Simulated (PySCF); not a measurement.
Molecule: SMILES [Cl][In]([CH](C)C)[Cl], singlet. Atoms near the plane z = 0.0 Å, at the B3LYP/def2-SVP optimised geometry (x, y, z in Å): In1 (0.4, -0.9, 0.0), Cl2 (2.8, -0.9, 0.0), Cl3 (-0.4, -3.1, 0.1), C4 (-0.8, 1.0, 0.0), C5 (-2.2, 0.7, -0.7), C6 (-0.1, 2.1, -0.6), H7 (-1.0, 1.1, 1.1), H8 (-2.8, 1.6, -0.6), H10 (-2.7, -0.2, -0.2), H11 (0.9, 2.3, -0.1), H12 (-0.7, 3.1, -0.5).

Method: B3LYP/def2-TZVP, def2 effective core potentials past Kr run with PySCF 2.14.0. The core electrons that the potentials of In replace are not part of the density. Cells within 0.4 Å of a nucleus heavier than hydrogen are left out (blank, or x). The values are rescaled to run from 0 to 1.

```
|44444444444444444444444444444|
|44444444444444444444444444444|
|44444444444444444444444444444|
|44444444444444444444444444444|
|44444444444555544444444444444|
|44444444445555544444444444444|
|44444444445555554444444444444|
|44444444444555544444444444444|
|44444455444444443344444444444|
|44444555543333333444444444444|
|44444555542113444444444444444|
|444445555320x5554444444444444|
|444444554333x9765544444444444|
|44444444434699876543333444444|
|44444444344678766543223444444|
|44444444445567416542014554444|
|444444444445663xx5321xx655444|
|444444444444566x34333x8765444|
|44444444444444543444567655444|
|44444444444333334444556555444|
|44444444443211234444455554444|
|4444444444321x344444444444444|
|444444444443xx655444444444444|
|44444444444568765544444444444|
|44444444444567665444444444444|
|44444444444555555444444444444|
|44444444444455554444444444444|
|44444444444444444444444444444|
|44444444444444444444444444444|
```
Scale: ten equal steps from 0.000 (start of '0') to 1.00 (end of '9'), in the order '0123456789'; x runs from -5.50 to 5.50, y from -5.50 (bottom) to 5.50 (top).

Which quantity is mapped?
A) log10 of the electron density
B) electrostatic potential
C) electron localisation function
D) an orbital amplitude

D, an orbital amplitude. In full: HOMO amplitude (bohr^(-3/2)).
